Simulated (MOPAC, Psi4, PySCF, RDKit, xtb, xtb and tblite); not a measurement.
Two geometries of C6H12O, SMILES CC(C)CCC=O, relaxed at GFN2-xTB with one dihedral held; other torsions can differ between them too.

Structure A

```
19

C     -1.9539     0.6472     0.7207
C     -0.6630     0.3360    -0.0299
C     -0.9792    -0.1622    -1.4390
C      0.1968    -0.7007     0.7027
C      0.6271    -0.2685     2.1043
C     -0.4455    -0.3865     3.1447
O     -0.5825     0.3419     4.0880
H     -2.5591    -0.2511     0.8277
H     -1.7494     1.0473     1.7101
H     -2.5364     1.3853     0.1737
H     -0.0820     1.2621    -0.1132
H     -1.5589    -1.0819    -1.3947
H     -1.5571     0.5799    -1.9845
H     -0.0647    -0.3591    -1.9939
H      1.0915    -0.8888     0.1055
H     -0.3569    -1.6410     0.7720
H      1.4290    -0.9329     2.4450
H      1.0237     0.7487     2.1008
H     -1.1078    -1.2648     3.0026
```

Structure B

```
19

C     -1.9634     0.4278     0.8643
C     -0.6990     0.3247     0.0144
C     -1.0933    -0.0675    -1.4105
C      0.3405    -0.6655     0.5783
C     -0.2309    -1.8467     1.3704
C     -1.0121    -2.7858     0.5025
O     -2.1214    -3.1866     0.7204
H     -2.5219    -0.5034     0.8472
H     -1.7232     0.6803     1.8953
H     -2.6051     1.2123     0.4689
H     -0.2239     1.3109    -0.0255
H     -1.5737    -1.0439    -1.4144
H     -1.7937     0.6553    -1.8226
H     -0.2218    -0.1056    -2.0610
H      1.0062    -0.1224     1.2543
H      0.9515    -1.0456    -0.2425
H      0.6102    -2.4225     1.7688
H     -0.8438    -1.5113     2.2053
H     -0.4542    -3.1155    -0.3983
```

Task: Which is lower in energy at the level B3LYP-D3(BJ)/def2-SVP // GFN2-xTB (Psi4), and by how much?

Result: A is lower, by 7.13 kJ/mol (dihedral C1–C2–C4–C5: -60° in A, 30° in B).

E(B) − E(A) in kJ/mol at the other levels, on the same two geometries: GFN2-xTB (xtb and tblite) 7.84; MMFF94 // GFN2-xTB (RDKit) 6.30; B3LYP/def2-SVP // GFN2-xTB (Psi4) 9.50; PBE/def2-SVP // GFN2-xTB (Psi4) 9.12; PBE-D3(BJ)/def2-SVP // GFN2-xTB (Psi4) 7.64; UFF // GFN2-xTB (RDKit) 7.68; PM7, restricted, heats of formation // GFN2-xTB (MOPAC) 6.58; PM6, restricted, heats of formation // GFN2-xTB (MOPAC) 6.54; GFN1-xTB // GFN2-xTB (xtb) 5.71; restricted B3LYP/6-31G*, spherical d, density fitting // GFN2-xTB (PySCF) 9.30; restricted B3LYP/6-311+G**, spherical d, density fitting // GFN2-xTB (PySCF) 10.58; restricted B3LYP/LANL2DZ // GFN2-xTB (PySCF) 9.09; restricted Hartree-Fock/STO-3G // GFN2-xTB (PySCF) 8.21.
